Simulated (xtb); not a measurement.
Be(F)(OMe) (CH3BeFO), SMILES [O]([Be][F])C. All values are semi-empirical tight-binding results from xtb (GFN2-xTB unless named), good for trends rather than for accurate numbers. Geometry optimised at GFN2-xTB. One conformer was computed; it need not be the lowest.

Optimised geometry:

Bond lengths (Å): Be1–F2 1.390, Be1–O3 1.365, O3–C4 1.378, C4–H5 1.095, C4–H6 1.094, C4–H7 1.094. Angles (°): F2–Be1–O3 179.4, Be1–O3–C4 179.1, O3–C4–H5 110.0, O3–C4–H6 110.0, O3–C4–H7 110.0, H5–C4–H6 108.9, H5–C4–H7 108.9, H6–C4–H7 108.9.
Charge 0, spin multiplicity 1.

For metal compounds this method's bond lengths and energies can be far off.

The point group as xtb finds it comes out as C3v. The orbital gap is 8.35 eV. The zero-point energy is 28.1 kcal/mol and the G − E(el) at 298.15 K (modified RRHO) is 11.8 kcal/mol.

**Question.** Give the IR lines (harmonic; lines under 4 % of the strongest left out, lines within 3 cm⁻¹ merged). (Estimate from the structure and the level; the computed values follow.)

**Answer.** ν (cm⁻¹): 280 (m), 1410 (w), 1610 (vs), 2931 (w), 2949 (w) (against the strongest line: vs over 80 %, s over 45 %, m over 15 %, w over 4 %, vw less)

Computed atomic charges and the Wiberg bond orders between heavy atoms:
charges (e) Be1 0.68, F2 -0.42, O3 -0.44, C4 0.06, H5 0.04, H6 0.04, H7 0.04. Bond orders Be1–F2 0.96, Be1–O3 1.19, O3–C4 1.00.
